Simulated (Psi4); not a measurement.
C5H7, charge -1, singlet, geometry from GFN2-xTB (a gas-phase anion, which may not be bound at this level). Base run: PBE/6-31G* (Psi4).

Here is a job for Psi4.
```
memory 2 GB

molecule {
-1 1
C    -0.01580959    0.12662739    0.05851922
C    -0.09445740    0.80972329    1.36708915
C    -0.02035734   -0.71718537    1.28371884
C     0.75342229   -0.00950193   -1.22011613
C    -0.76468125    0.03212295   -1.22208507
H     0.90969779    1.23461570    1.64734522
H    -0.92247932   -1.29616663    1.51082773
H     0.88562822   -1.31644128    1.47810417
H     1.22867314   -0.95378861   -1.48683724
H     1.28263636    0.84950132   -1.62856106
H    -1.29088796   -0.88511873   -1.48542912
H    -1.24196831    0.91668013   -1.63820589
}

set {
  basis 6-31g*
}

energy('pbe')
print_variables()
```

Variants of this job, named by their change:

```
change                                    E (Eh)  core-seconds (rough)
------------------------------------  ----------  --------------------
base                                  -194.31379                     9
functional = b3lyp5                   -194.44082                     8
functional = b3lyp                    -194.57970                     8
functional = hf (with energy('scf'))  -193.21657                     3
functional = x3lyp                    -194.47407                     8
functional = blyp                     -194.46032                     8
functional = wb97x                    -194.53161                     9
functional = b2plyp                   -194.33586                     7
functional = pw6b95                   -194.83670                    10
functional = wb97m-v                  -194.47563                   200
functional = scan                     -194.47871                    20
functional = m06                      -194.43224                    20
functional = revpbe                   -194.52689                     9
```

Totals shift with the method and basis; they matter in differences.

A gas-phase anion may not be bound at this level; its values then depend on the basis.
